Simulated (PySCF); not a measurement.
NMR data simulated for an unnamed compound:

$^{1}$H NMR (300 MHz, computed): δ 6.56 (m, 1H), 5.41 (m, 1H), 5.38 (m, 1H), 4.71 (s, 2H), 4.43 (t, 2H), 1.96 (m, 2H).

$^{13}$C{$^{1}$H} NMR (computed): δ 142.8 (CH), 123.2 (C), 121.6 (C), 121.4 (CH2), 108.2 (C), 24.4 (CH2).

Computational details: GFN2-xTB geometry, σ from GIAO-PBE0/pcSseg-1, in PySCF 2.14 (a single conformation, isolated molecule, non-relativistic Hamiltonian, one averaged value for each set of equivalent atoms).

References, each an isolated molecule treated in the same way: $^{1}$H and $^{13}$C against TMS.

Which of these does the molecule contain: a Si–H bond, an N-methyl group, a carboxylic acid, a C≡C triple bond, a nitrile, an ester?

Results:


- A Si–H bond: yes (δH 4.43 (t)).
- An N-methyl group: no.
- A carboxylic acid: no.
- A C≡C triple bond: yes (δC 123.2, 108.2).
- A nitrile: yes (δC 121.6).
- An ester: no.

The data belong to `C([SiH2]C#C[SiH2]CC=C)#N`, C₆H₉NSi₂; they needn't prove each group on their own.

Carbon signals by region: 5 in the sp2 and nitrile region (100–160 ppm), 1 below 50 ppm.

Shifts are as computed. Against solution values, carbons near 30 ppm lie about +3 ppm off and those near 130 ppm about +5 ppm. Of 1211 compounds with measured shifts, 218 miss one by over three times the rms of a fit or turn the order of signals round; such compounds aren't used in these exercises. No couplings were computed; multiplicities are counted from neighbouring protons, with m where these are inequivalent, close in shift, in a saturated or five-membered ring or joined by F or P, and br s for small geminal =CH2 splittings.
